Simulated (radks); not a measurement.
Q: The mean radii <r> (bohr) of the occupied orbitals of an atom or ion are listed with their occupations. Calculated with a radial shooting solver on a logarithmic mesh with Libxc functionals: scalar-relativistic Kohn-Sham, SCAN, spin-polarised, spherical densities, finite nucleus; meta-GGA in the generalised Kohn-Sham scheme; Fermi nuclear charge, rms radius of each element as measured or else 0.836 A^(1/3) + 0.57 fm.

orbital  occ.      <r>
1s down     1  0.01899
1s up       1  0.01899
2s up       1  0.08033
2s down     1  0.08033
2p up       3  0.07171
2p down     3  0.07171
3s up       1   0.2084
3s down     1   0.2082
3p up       3   0.2084
3p down     3   0.2082
3d up       5   0.1891
3d down     5   0.1888
4s up       1   0.4631
4s down     1   0.4635
4p up       3   0.4887
4p down     3   0.4893
4d up       5   0.5154
4d down     5   0.5166
4f up       7   0.5483
4f down     3   0.5519

Name the element and its charge. Open shells, if any, are filled with parallel spins first.

A: Z = 72, hafnium, charge +16: Hf16+ in [Kr] 4d10 4f10. The 1s radius gives Z: for a bare nucleus <r> = (2 gamma + 1)/(2Z) with gamma = sqrt(1 - (Z/c)^2), 0.01876 bohr for Z = 72, and screening makes it slightly larger (0.01899 here). The occupations add up to 56, and the charge is Z minus that.
